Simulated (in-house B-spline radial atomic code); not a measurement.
Orbital energies and mean radii along the 38-electron series, configuration [Kr] 4d2. The effective charge is n√(-2ε), a non-relativistic measure. Computed with a B-spline radial code for spherical atoms: non-relativistic Hartree-Fock, average of the configuration, point nuclei.

This level leaves out relativity, spin-orbit splitting included, which matters for heavy ions.

```json
{"ion": "Yb32+", "Z": "70", "energy of 4d (Eh)": "-46.582", "mean radius of 4d (bohr)": "0.46272", "energy of 2p (Eh)": "-376.54", "mean radius of 2p (bohr)": "0.077665", "energy of 3p (Eh)": "-116.96", "mean radius of 3p (bohr)": "0.22076", "energy of 3d (Eh)": "-103.84", "mean radius of 3d (bohr)": "0.19457", "effective charge of 4d": "38.609"}
{"ion": "Lu33+", "Z": "71", "energy of 4d (Eh)": "?", "mean radius of 4d (bohr)": "?", "energy of 2p (Eh)": "?", "mean radius of 2p (bohr)": "?", "energy of 3p (Eh)": "?", "mean radius of 3p (bohr)": "?", "energy of 3d (Eh)": "?", "mean radius of 3d (bohr)": "?", "effective charge of 4d": "?"}
{"ion": "Hf34+", "Z": "72", "energy of 4d (Eh)": "-51.692", "mean radius of 4d (bohr)": "0.44247", "energy of 2p (Eh)": "-404.12", "mean radius of 2p (bohr)": "0.075341", "energy of 3p (Eh)": "-127.48", "mean radius of 3p (bohr)": "0.21325", "energy of 3d (Eh)": "-113.85", "mean radius of 3d (bohr)": "0.18755", "effective charge of 4d": "40.671"}
{"ion": "Ta35+", "Z": "73", "energy of 4d (Eh)": "?", "mean radius of 4d (bohr)": "?", "energy of 2p (Eh)": "?", "mean radius of 2p (bohr)": "?", "energy of 3p (Eh)": "?", "mean radius of 3p (bohr)": "?", "energy of 3d (Eh)": "?", "mean radius of 3d (bohr)": "?", "effective charge of 4d": "?"}
{"ion": "W36+", "Z": "74", "energy of 4d (Eh)": "-57.055", "mean radius of 4d (bohr)": "0.42398", "energy of 2p (Eh)": "-432.71", "mean radius of 2p (bohr)": "0.073152", "energy of 3p (Eh)": "-138.45", "mean radius of 3p (bohr)": "0.20623", "energy of 3d (Eh)": "-124.31", "mean radius of 3d (bohr)": "0.18103", "effective charge of 4d": "42.729"}
{"ion": "Re37+", "Z": "75", "energy of 4d (Eh)": "-59.83", "mean radius of 4d (bohr)": "0.41532", "energy of 2p (Eh)": "-447.37", "mean radius of 2p (bohr)": "0.072104", "energy of 3p (Eh)": "-144.1", "mean radius of 3p (bohr)": "0.20289", "energy of 3d (Eh)": "-129.7", "mean radius of 3d (bohr)": "0.17793", "effective charge of 4d": "43.756"}
{"ion": "Os38+", "Z": "76", "energy of 4d (Eh)": "-62.669", "mean radius of 4d (bohr)": "0.40701", "energy of 2p (Eh)": "-462.29", "mean radius of 2p (bohr)": "0.071086", "energy of 3p (Eh)": "-149.86", "mean radius of 3p (bohr)": "0.19965", "energy of 3d (Eh)": "-135.21", "mean radius of 3d (bohr)": "0.17495", "effective charge of 4d": "44.782"}
{"ion": "Ir39+", "Z": "77", "energy of 4d (Eh)": "-65.571", "mean radius of 4d (bohr)": "0.39904", "energy of 2p (Eh)": "-477.46", "mean radius of 2p (bohr)": "0.070096", "energy of 3p (Eh)": "-155.74", "mean radius of 3p (bohr)": "0.19652", "energy of 3d (Eh)": "-140.83", "mean radius of 3d (bohr)": "0.17206", "effective charge of 4d": "45.807"}
{"ion": "Pt40+", "Z": "78", "energy of 4d (Eh)": "-68.535", "mean radius of 4d (bohr)": "0.39138", "energy of 2p (Eh)": "-492.88", "mean radius of 2p (bohr)": "0.069133", "energy of 3p (Eh)": "-161.72", "mean radius of 3p (bohr)": "0.19349", "energy of 3d (Eh)": "-146.56", "mean radius of 3d (bohr)": "0.16926", "effective charge of 4d": "46.831"}
```

(1) Fill in the row of Lu33+.

(2) Fill in the row of Ta35+.

(3) How does the screening of 4d change?

Answers

(1) energy of 4d (Eh): -49.106; mean radius of 4d (bohr): 0.45236; energy of 2p (Eh): -390.21; mean radius of 2p (bohr): 0.076486; energy of 3p (Eh): -122.17; mean radius of 3p (bohr): 0.21694; energy of 3d (Eh): -108.79; mean radius of 3d (bohr): 0.19099; effective charge of 4d: 39.641.

(2) energy of 4d (Eh): -54.342; mean radius of 4d (bohr): 0.43302; energy of 2p (Eh): -418.29; mean radius of 2p (bohr): 0.074231; energy of 3p (Eh): -132.91; mean radius of 3p (bohr): 0.20968; energy of 3d (Eh): -119.02; mean radius of 3d (bohr): 0.18423; effective charge of 4d: 41.701.

(3) Z less the effective charge goes from 31.39 at Z = 70 to 31.17 at Z = 78.
